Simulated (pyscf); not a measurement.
# H₃Si–AsH–Ga, singlet

Gas-phase minimum from PySCF at ωB97X-D3(BJ)/def2-SVP, one conformer. Other isomers of H₃Si–AsH–Ga [singlet] were not searched in full and may lie lower. 

SMILES: [SiH3][AsH][Ga]
```xyz
7

Si    -0.7382    -0.0077     0.6608
As    -0.0611    -1.7544    -0.7278
Ga     1.5082     0.0529    -1.5080
H     -2.1932     0.2944     0.5686
H     -0.0099     1.2722     0.3039
H     -0.3560    -0.3138     2.0684
H     -0.9030    -1.1934    -1.8778
```
Charge 0, spin multiplicity 1.

Bonded distances (Å): Si1–As2 2.332, Si1–H4 1.489, Si1–H5 1.515, Si1–H6 1.490, As2–Ga3 2.518, As2–H7 1.532. Bond angles (°): As2–Si1–H4 113.5, As2–Si1–H5 110.7, As2–Si1–H6 109.5, H4–Si1–H5 106.5, H4–Si1–H6 110.5, H5–Si1–H6 105.8, Si1–As2–Ga3 80.1, Si1–As2–H7 90.8, Ga3–As2–H7 81.2.

Properties at ωB97X-D3(BJ)/def2-SVP:

| Quantity | Result |
|---|---|
| Harmonic wavenumbers, unscaled | 118, 138, 232, 381, 395, 463, 561, 720, 920, 960, 964, 2105, 2189, 2260, 2271 cm⁻¹ |
| Zero-point energy | 21.0 kcal/mol |
| Rotational symmetry number | 1 |
| Entropy of this conformer at 298 K and 1 atm, rigid rotor and harmonic oscillator, modes under 100 cm⁻¹ raised to 100 | 339.3 J/(mol K) |
| Dipole moment | 1.16 D |

Single-point totals, which compare only within one level (frozen core for MP2 and CC):

```tsv
level	total energy (hartree)
ωB97X-D3(BJ)/def2-TZVP	-4452.58861
PBE/def2-TZVP	-4451.86612
r²SCAN/def2-TZVP	-4452.59697
B3LYP-D3(BJ)/def2-TZVP	-4452.78291
PBE0-D3(BJ)/def2-TZVP	-4452.00599
M06-2X/def2-TZVP	-4452.62353
ωB97M-D3(BJ)/def2-TZVP	-4452.73330
HF/def2-TZVPP	-4448.73135
MP2/def2-TZVPP	-4449.33736
CCSD/def2-TZVPP	-4449.36388
CCSD(T)/def2-TZVPP	-4449.39097
```

Soft torsions are taken as harmonic, which can shift the entropy by several J/(mol K). The CCSD(T) − MP2 part came from Ansatz, without density fitting, on the same reference. The frozen core leaves the outer d or s,p core shells of the metals and heavy elements correlated in the MP2 and CC values, and def2-TZVPP describes them poorly, so these totals are far from the basis limit. Elements up to Kr have no core potential and no relativistic terms here.
